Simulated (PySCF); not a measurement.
# Computed records: ClH4NSi2

Computed with PySCF 2.14.0. Calculation on a computer-drawn molecule: the log of a Hartree-Fock and frozen-core CCSD(T) single point meant for a local Hartree-Fock minimum, with one planted fault or none, to be diagnosed. Offsets are logged minus clean, where the clean run is the same molecule without the fault. The reference is restricted for singlets and unrestricted otherwise, and also for a bond in bohr or an excited solution. Adding or removing an electron swaps singlet and doublet. The excited solution moves the top pair (singlet) or top alpha electron (doublet) to the lowest empty orbital. Highest occupied and lowest empty are orbital energies over both spins, largest force is the largest gradient component, triples share is (T) over the correlation energy, the T1 limit is 0.02 restricted and 0.045 unrestricted, electrons count all cores, a negative frequency is imaginary (commonest isotopes), and the dipole is about the centre of nuclear charge.

```xyz
8
formula=ClH4NSi2 meant_charge=0 meant_multiplicity=1 meant_basis=cc-pV(D+d)Z logged_electrons=56 logged_basis_functions=103 logged_SCF_converged=yes logged_spin_squared=0 logged_highest_occupied=-11.152 logged_lowest_empty=1.5515 logged_largest_force=0.11124 logged_T1_diagnostic=0.012979 logged_D1_diagnostic=0.047378 logged_triples_share=0.025156 logged_CC_converged=yes logged_dipole_magnitude=3.9488 logged_SCF_stable_within_its_kind=yes logged_energy_HF=-1094.1224 logged_energy_CCSD(T)=-1094.66353 possible_faults=no_fault,one_electron_removed,one_electron_added,multiplicity_raised_by_two,geometry_at_a_saddle_point,SCF_held_on_an_excited_solution,minimal_basis_STO-3G,one_bond_length_entered_in_bohr,all_coordinates_scaled planted_fault=all_coordinates_scaled,by_-8.7_% HF_energy_offset_from_clean_run=56.06 CCSD(T)_energy_offset_from_clean_run=63.81
Si     1.4598    -1.1101    -2.1613
N      1.0677     0.0378    -1.4115
Si     0.1073     0.7320    -0.4417
Cl    -1.3302    -0.4101     0.1124
H      2.5530    -1.1080    -2.9390
H      0.8258    -2.2951    -2.1958
H      0.7260     1.0919     0.6961
H     -0.4894     1.7939    -1.0099
```

Units: logged_highest_occupied, logged_lowest_empty in eV; logged_largest_force in hartree/bohr; logged_dipole_magnitude in debye; logged_energy_HF, logged_energy_CCSD(T) in hartree; HF_energy_offset_from_clean_run, CCSD(T)_energy_offset_from_clean_run in kcal/mol.

Drawn bonds:
```tsv
atom	other atom	order
1	2	2
2	3	1
3	4	1
1	5	1
1	6	1
3	7	1
3	8	1
```
